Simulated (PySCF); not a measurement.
## Working with the constants of CdC⁻

UHF-SCS-MP2 constants of CdC⁻, ⁴Σ⁻ (quartet), unpaired electrons σ ↑, π ↑↑ (Cd def2-SVPD with ECP28, C def2-SVPD; scalar-relativistic core potentials (PySCF 2.14); masses 113.9034 and 12.0000 u):

- ωe: 300.1 cm⁻¹
- ωexe: 2.94 cm⁻¹
- Be: 0.27319 cm⁻¹
- αe: 0.00361 cm⁻¹

Question: What force constant and bond length do these constants imply?

Answer: Reduced mass μred = 10.856 u; k = 5.8918×10⁻⁷·μred·ωe² (u, cm⁻¹, mdyn/Å) = 0.576 mdyn/Å; Re = √(16.8576/(μred·Be)) (u, cm⁻¹, Å) = 2.384 Å.

Question: Estimate the centrifugal constant D from the Kratzer relation and find the Dunham coefficient a1.

Answer: D = 4Be³/ωe² = 9.06e-07 cm⁻¹; a1 = −1 − αeωe/(6Be²) = -3.42.

Correlated steps freeze 1 core orbital. Spin–orbit coupling is left out. The state was picked by a PBE0 search and need not be the measured ground state.
